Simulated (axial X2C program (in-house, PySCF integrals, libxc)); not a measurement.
## Potential curves of VBr, two-component

All values were computed with an in-house all-electron X2C program for linear molecules (integrals from PySCF). Two-component (2c) means X2C with spin–orbit coupling and atomic mean-field two-electron Coulomb and Gaunt terms. Basis: Br dyall-cv3z [8s9p6d4f1g], V dyall-cv3z [10s10p6d4f2g] (cores contracted in-house); Gaussian nuclei, density fitting, unrestricted open shells. Masses: Br 78.918 u, V 50.944 u.

State: Ω = 1 (⟨Sz⟩ = 2.00, ⟨Lz⟩ = -1.00 at HF). Energies in cm⁻¹ from the lowest point of each curve. Fits are polynomials in 1 − R0/R over 0.85 to 1.23 times the lowest point R0.

| R (Å) | CCSD |
| --- | --- |
| 2.1431 | 3245 |
| 2.2137 | 1406 |
| 2.2843 | 386 |
| 2.3550 | 0 |
| 2.4374 | 157 |
| 2.5198 | 796 |
| 2.6258 | 2109 |

Correlated methods: 12 electrons correlated (number of frozen shells: Br 3 s, 2 p, 1 d; V 3 s, 2 p), 294 virtual spin orbitals or spinors in MP2, 90 natural virtuals in coupled cluster.

Occupations by symmetry block were frozen at the best pattern of an incomplete PBE0 search. CCSD ran in a truncated set of natural virtual spinors with an MP2 remainder; without triples it tends to underbind. Other states lie close and PBE0, whose exact exchange favours high spin, may order them wrongly; the determinant shown need not be the ground state. The nearest other 2c determinant of the search, Ω = 3, lies 0.04 eV up at the distance of the search. With several unpaired electrons one determinant need not be a pure state. The outer-core s and p shells of the metal are frozen in the correlated rows, which leaves out core–valence correlation; for alkali and alkaline-earth bonds that tends to lengthen them. Open-shell Ω = 0 determinants with evenly filled partner blocks cannot be reached by this program, so the Ω shown need not be the lowest component. The T1 diagnostic is large, a sign of multireference character. Coupled cluster ran on the points near the minimum only. MP2 and coupled cluster on one determinant become unreliable at the stretched end.

**Question.** Fit the CCSD curve near its minimum: give the equilibrium distance and the harmonic wavenumber.

**Answer.** At CCSD, 2c: Re = 2.373 Å, ωe ≈ 314 cm⁻¹; Be follows as 0.0967 cm⁻¹.
